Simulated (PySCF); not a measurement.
Screening by computed properties: pick the candidate that meets the target.

All species are isolated and taken at one optimised geometry, non-relativistic unless stated. Electronic properties by PySCF.

The conformers computed, where there is a choice (atom-mapped SMILES and torsion angles):
- `[CH3:1][CH2:2][n:3]1[cH:4][p:5][c:6]([Cl:7])[cH:8]1`: C1–C2–N3–C4 88°
- `[CH2:1]=[CH:2][CH2:3][c:4]1[cH:5][n:6][s:7][n:8]1`: C1–C2–C3–C4 -119°, C2–C3–C4–C5 74°
- `[cH:1]1[s:2][n:3][n:4][c:5]1[CH:6]1[CH2:7][CH2:8]1`: N4–C5–C6–C7 35°
- `[CH2:1]=[CH:2][Si@@H:3]([NH3+:4])[PH2:5]`: C1–C2–Si3–N4 -110°, H–P5–Si3–C2 73°, H–P5–Si3–C2 167°
- `[N:1]#[C:2]/[CH:3]=[C:4](\[C:5]#[N:6])[S:7](=[O:8])(=[O:9])[OH:10]`: C3–C4–S7–O8 131°, H–O10–S7–C4 -108°
- `[CH3:1][CH2:2][CH2:3][O:4][SiH2:5][O:6][CH3:7]`: C1–C2–C3–O4 66°, C2–C3–O4–Si5 -142°, C3–O4–Si5–O6 -67°, O4–Si5–O6–C7 -173°

Question: Wanted: electronic spatial extent ⟨r²⟩ about the centre of nuclear charge between 1200 bohr² and 1400 bohr² (wB97X-D/def2-SVPD) and smallest rotational constant below 0.95 GHz (GFN2-xTB), at GFN2-xTB geometries. Which candidate meets both?
A. `c1snnc1C1CC1`
B. `C=CCC1=NSN=C1`
C. `C=C[Si@@H]([NH3+])P`
D. `CCN1C=PC(Cl)=C1`
E. `O=S(=O)(F)Cl`

Answer: B. Computed values:
| species | electronic spatial extent ⟨r²⟩ about the centre of nuclear charge | smallest rotational constant |
| --- | --- | --- |
| O=S(=O)(F)Cl | 497 bohr² | 2.766 GHz |
| C=C[Si@@H]([NH3+])P | 806 bohr² | 1.579 GHz |
| c1snnc1C1CC1 | 1156 bohr² | 0.996 GHz |
| C=CCC1=NSN=C1 | 1256 bohr² | 0.910 GHz |
| CCN1C=PC(Cl)=C1 | 1551 bohr² | 0.715 GHz |

Question: Wanted: static isotropic polarisability between 60 au and 90 au (wB97X-D/def2-SVPD) and HOMO–LUMO gap above 9.5 eV (wB97X-D/def2-SVPD), at GFN2-xTB geometries. Which candidate meets both?
A. `c1snnc1C1CC1`
B. `CCn1cpc(Cl)c1`
C. `O=S(=O)(F)Cl`
D. `C=C[Si@@H]([NH3+])P`

Answer: D. Computed values:
```
            species  static isotropic polarisability  HOMO–LUMO gap
       O=S(=O)(F)Cl                          42.5 au       11.15 eV
C=C[Si@@H]([NH3+])P                          80.3 au       10.19 eV
       c1snnc1C1CC1                          86.1 au        9.34 eV
      CCn1cpc(Cl)c1                         102.8 au        9.60 eV
```

Question: Wanted: dipole moment below 1.8 D (wB97X-D/def2-SVPD) and lowest triplet excitation (Tamm–Dancoff) above 6 eV (TDA wB97X-D/def2-SVPD), at GFN2-xTB geometries. Which candidate meets both?
A. `CCn1cpc(Cl)c1`
B. `N#C/C=C(\C#N)S(=O)(=O)O`
C. `O(CCC)[SiH2]OC`
D. `C=CCc1cnsn1`
E. `ClS(=O)(=O)F`
F. `c1snnc1C1CC1`

Answer: C. Computed values:
| species | dipole moment | lowest triplet excitation (Tamm–Dancoff) |
| --- | --- | --- |
| O(CCC)[SiH2]OC | 1.09 D | 7.33 eV |
| ClS(=O)(=O)F | 1.61 D | 5.15 eV |
| C=CCc1cnsn1 | 1.97 D | 3.97 eV |
| N#C/C=C(\C#N)S(=O)(=O)O | 2.42 D | 3.20 eV |
| c1snnc1C1CC1 | 3.48 D | 3.44 eV |
| CCn1cpc(Cl)c1 | 5.16 D | 3.71 eV |

Question: Wanted: lowest singlet excitation above 5.7 eV (TDDFT wB97X-D/def2-SVPD) and HOMO energy below -13 eV (wB97X-D/def2-SVPD), at GFN2-xTB geometries. Which candidate meets both?
A. `N#C/C=C(\C#N)S(=O)(=O)O`
B. `CCCO[SiH2]OC`
C. `C=CCc1cnsn1`
D. `C=C[Si@@H]([NH3+])P`
E. `C1C(C1)c1nnsc1`
F. `CCn1cpc(Cl)c1`
G. `FS(Cl)(=O)=O`

Answer: D. Computed values:
| species | lowest singlet excitation | HOMO energy |
| --- | --- | --- |
| C1C(C1)c1nnsc1 | 4.16 eV | -9.07 eV |
| C=CCc1cnsn1 | 5.12 eV | -9.42 eV |
| N#C/C=C(\C#N)S(=O)(=O)O | 5.38 eV | -11.36 eV |
| CCn1cpc(Cl)c1 | 5.50 eV | -8.37 eV |
| FS(Cl)(=O)=O | 5.81 eV | -12.22 eV |
| C=C[Si@@H]([NH3+])P | 5.94 eV | -13.91 eV |
| CCCO[SiH2]OC | 7.53 eV | -9.93 eV |
